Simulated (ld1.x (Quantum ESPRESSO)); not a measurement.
**What the settings do to the TM potential of iron**

Base potential:

- Element: Fe (Z = 26)
- Generator: ld1.x (Quantum ESPRESSO) 7.5
- Type: norm-conserving Troullier–Martins (Kleinman–Bylander form)
- Functional: PBE
- Relativity: scalar-relativistic
- Frozen core: [Ar]
- Valence charge: 8
- Reference configuration: 3d6 4s1 4p0 (charge +1)
- Partial waves: 4s (bound): rc 2.40 bohr; 4p (bound, empty): rc 2.40 bohr; 3d (bound): rc 1.15 bohr
- Local potential: the d channel
- Core correction: none

Cutoffs, loose and tight: the cutoffs (Ry, on a coarse ladder) from which the occupation-weighted sum of valence levels, in a spherical-Bessel basis at the reference potential, stays within 10 and 1 mRy of its value at 400 Ry. They do not see the model core or the augmentation charge, which bear on the density cutoff. Test errors are all-electron minus pseudo excitation energies from the reference, over the configurations 3d6 4s2 4p0; 3d6 4s0 4p0; 3d5 4s0 4p0; 3d5 4s2 4p1; 3d6 4s1.5 4p0; 3d6 4s1 4p1; 3d6.5 4s1.5 4p0. A dash means not determined; rows that change the core or the reference have their own tests. The largest error is taken over the tests solved by every variant that gives reliable tests at all: 3d5 4s0 4p0; 3d6 4s0 4p0; 3d6 4s1 4p1; 3d6 4s1.5 4p0; 3d6 4s2 4p0; 3d6.5 4s1.5 4p0.

A true bound ghost makes a file unfit for plane-wave use even where its test errors are small: the radial tests pick states by their node count and pass the ghost by. Where a test does run into it, the solver fails or the error is huge.

```csv
change,outcome,"cutoff, loose","cutoff, tight",bound ghosts,largest test error (meV)
base,generated,160 Ry,230 Ry,"s, p",+70
"all radii scaled by about 0.81 (s 1.94, p 1.94, d 0.94 bohr)",generated,200 Ry,260 Ry,"s, p",+86
"all radii scaled by about 0.89 (s 2.14, p 2.14, d 1.02 bohr)",generated,180 Ry,260 Ry,"s, p",+89
"all radii scaled by about 1.22 (s 2.92, p 2.92, d 1.40 bohr)",generated,120 Ry,180 Ry,"s, p",-57
"all radii scaled by about 1.35 (s 3.24, p 3.24, d 1.56 bohr)",generated,100 Ry,160 Ry,"s, p",-178
```

Q: What comes out with this change to the base: all radii scaled by about 1.13 (s 2.72, p 2.72, d 1.30 bohr)?

A: outcome: generated; cutoff, loose: 140 Ry; cutoff, tight: 200 Ry; bound ghosts: s, p; largest test error (meV): +50.

Reading the sweep of the scale of all radii (base = 1) (base included, trends over the rows without a ghost): Bound ghosts are found at 0.81, 0.89, 1, 1.13, 1.22, 1.35. Every judged row has one, so this setting neither creates nor removes them.
